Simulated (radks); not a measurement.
Question: Species: Sm I. Configuration: [Xe] 4f6 6s2. Calculated with a radial shooting solver on a logarithmic mesh with Libxc functionals: scalar-relativistic Kohn-Sham, PBE, spin-polarised, spherical densities, point nucleus; open shells are filled with parallel spins first (spin-orbit coupling, left out, can overturn this in heavy ions). Some entries of the table are withheld. Estimate them.

orbital  occ.  eigenvalue (eV)  <1/r> (bohr^-1)  <r> (bohr)
1s up       1        -46679.26            68.83     0.02274
1s down     1        -46679.26            68.83     0.02274
2s up       1        -7626.904            15.93     0.09700
2s down     1        -7626.879            15.93     0.09700
2p up       3        -6802.934            14.95     0.08547
2p down     3        -6802.917            14.95     0.08547
3s up       1        -1670.978            5.827      0.2550
3s down     1        -1669.143            5.832      0.2548
3p up       3        -1413.436            5.492      0.2534
3p down     3        -1411.610            5.497      0.2532
3d up       5        -1064.763            5.212      0.2311
3d down     5        -1063.360            5.217      0.2308
4s up       1        -333.2807            2.446      0.5794
4s down     1        -328.6449            2.446      0.5792
4p up       3        -248.6951            2.250      0.6135
4p down     3        -244.0545            2.251      0.6133
4d up       5        -130.0729              (1)      0.6710
4d down     5        -125.4325              (2)      0.6714
5s up       1         -44.1825           0.9436       1.403
5s down     1         -41.4573           0.9257       1.425
5p up       3         -23.9233           0.7925       1.649
5p down     3         -21.8907           0.7712       1.688
6s up       1          -3.6732           0.2931       4.274
4f up       6          -3.6679            1.369      0.9934
6s down     1          -3.4330           0.2827       4.418

Answer: 
(1) 4d up <1/r> (bohr^-1): 1.974
(2) 4d down <1/r> (bohr^-1): 1.973
